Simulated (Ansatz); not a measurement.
Mulliken charges of `B/C=C(/O)F` from r2SCAN/def2-TZVPP in Ansatz (PBE0-D4/def2-TZVP geometry).

```csv
atom,x (Å),y (Å),z (Å),charge (e)
B1,0.496,1.284,0.923,-0.036
C2,0.650,0.026,0.105,-0.322
C3,-0.391,-0.609,-0.458,0.471
O4,-0.313,-1.710,-1.183,-0.257
F5,-1.643,-0.192,-0.349,-0.165
H6,-0.582,1.769,1.103,-0.004
H7,1.460,1.807,1.402,-0.010
H8,1.606,-0.450,-0.085,0.094
H9,-1.194,-1.971,-1.475,0.229
```

**Question.** By hand: the dipole of these point charges (1 e Å = 4.8032 D).

**Answer.** Σ q r = (-0.195, -0.389, -0.285) e Å, of length 0.520 e Å = 2.50 D.

**Question.** How does the dipole of the full density compare? (Estimate.)

**Answer.** Computed: (-0.287, -0.490, -0.366) e Å, 3.25 D; the point charges give 0.77 times that, at 3° from its direction.

Point charges leave out the atoms' own dipoles, such as those of lone pairs, and Mulliken's split depends on the basis, so the two needn't agree.
